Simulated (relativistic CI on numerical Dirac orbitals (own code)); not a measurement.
**Hg LXII: computed level list**

Computed by Dirac-Coulomb-Breit CI, orbitals from a KLI potential per configuration, QED by a radiative potential, unscaled Slater integrals (own radial code, finite nucleus).

Configuration list (outside the closed core [Ne]): 3s2 3p6 3d, 3s2 3p5 3d2, 3s 3p6 3d2, 3s2 3p6 4s, 3s2 3p6 4p, 3s2 3p6 4d, 3s2 3p5 3d 4s, 3s2 3p6 4f, 3s2 3p5 3d 4p, 3s2 3p5 3d 4d, 3s 3p6 3d 4s, 3s2 3p5 3d 4f, 3p6 3d2 4p, 3s 3p6 3d 4p, 3s2 3p6 5s, 3s 3p6 3d 4d, 3s2 3p6 5p, 3s 3p6 3d 4f, 3s2 3p6 5d, 3s2 3p6 5f, 3s2 3p6 5g, 3p6 3d3, 3p5 3d4, 3p5 3d3 4s, 3p6 3d2 4s, 3p5 3d2 4s2, 3p6 3d2 4d, 3p5 3d3 4d, 3p5 3d2 4s 4d. Double excitations out of closed p, d and f shells are left out; levels of such configurations are missing from the list, as are those of other unlisted configurations, and high levels can miss mixing partners. These lack a partner that the ground configuration has and come out too high: 3s2 3p5 3d 4p, 3s2 3p5 3d 4f.

The lowest level is 3s2 3p6 3d 2D_3/2, with 100 % of that term; Hund's rules for 3s2 3p6 3d give 2D with J = 3/2, in agreement.

```
No.  Configuration  Term     J   E (Ry)    %  Next component (%)  Lifetime (s)
  1     3s2 3p6 3d    2D   3/2   0.0000  100                                  
  2     3s2 3p6 3d    2D   5/2   8.1957  100                          1.29e-07
  3    3p5 3d2(3F)   4D°   3/2  20.6576   37              26 4F°      2.79e-10
  4    3p5 3d2(3F)   4D°   1/2  20.8881   80              18 2P°      5.85e-11
  5    3p5 3d2(3F)   4F°   5/2  21.2373   33              24 2D°      1.04e-10
  6    3p5 3d2(3F)   2G°   7/2  21.4046   35              29 4G°      2.30e-07
  7    3p5 3d2(1S)   2P°   3/2  23.3437   33              21 4P°      3.55e-10
  8    3p5 3d2(3F)   4D°   5/2  28.3554   49              21 2F°      6.64e-09
  9    3p5 3d2(3F)   4G°   9/2  28.6975   70              20 2G°      1.05e-07
 10    3p5 3d2(3F)   4F°   7/2  28.9831   48              29 4D°      7.49e-11
 11    3p5 3d2(3F)   4D°   3/2  29.3282   48              33 2D°      3.17e-11
 12    3p5 3d2(3P)   4P°   5/2  29.4730   41              30 2F°      9.44e-11
 13    3p5 3d2(1G)   2H°  11/2  29.5886   71              29 4G°      1.35e-04
 14    3p5 3d2(3F)   2G°   7/2  29.7206   42              31 2F°      4.90e-10
 15    3p5 3d2(3P)   2S°   1/2  30.2905   34              30 4P°      2.21e-09
 16    3p5 3d2(1G)   2F°   7/2  30.6380   37              30 2G°      3.09e-10
 17    3p5 3d2(3P)   4D°   5/2  30.7877   48              39 2D°      1.63e-10
 18    3p5 3d2(1G)   2G°   9/2  31.0461   62              20 2H°      2.67e-06
 19    3p5 3d2(3P)   4S°   3/2  31.0817   36              30 2D°      2.91e-10
 20    3p5 3d2(3F)   2D°   3/2  32.5989   44              26 4F°      7.83e-13
 21    3p5 3d2(1G)   2F°   5/2  33.1791   82              10 2D°      6.02e-13
 22    3p5 3d2(3P)   2P°   1/2  33.7078   74              20 4D°      5.64e-13
 23    3p5 3d2(3F)   4G°  11/2  36.8754   71              29 2H°      7.40e-08
 24    3p5 3d2(1D)   2D°   5/2  37.5405   52              19 2F°      2.54e-10
 25    3p5 3d2(3F)   4F°   9/2  37.7654   48              43 2G°      6.40e-08
 26    3p5 3d2(1D)   2F°   7/2  38.0391   51              40 4D°      6.50e-12
 27    3p5 3d2(1D)   2P°   1/2  38.6527   59              27 2S°      9.60e-11
 28    3p5 3d2(3F)   2F°   7/2  39.9061   44              31 4D°      1.86e-12
 29    3p5 3d2(1S)   2P°   3/2  40.6160   52              27 2D°      1.98e-11
 30    3p5 3d2(3F)   2D°   5/2  41.4405   55              14 4D°      5.39e-13
```

Energies count from the lowest computed level; ° marks odd parity; lifetimes are radiative, by E1, M1, E2, M2, E3 decay to levels of this space only. Percentages are summed over parent terms; the parents shown are those of the largest component, closed shells are left out there.

The mean weight of the leading LS term, summed over parents, in these 30 levels is 55 %, and that of the leading jj configuration (from the same eigenvectors) 99 %, so jj coupling describes them better and the LS labels are nominal.

At this charge energies of transitions that change n are usually good to better than 1 %, and those within a shell (Δn = 0) to a few per cent.

LS names give the leading component of a level, which can be under half, so a name can repeat, a term be missing and a line seem to break the LS rules.
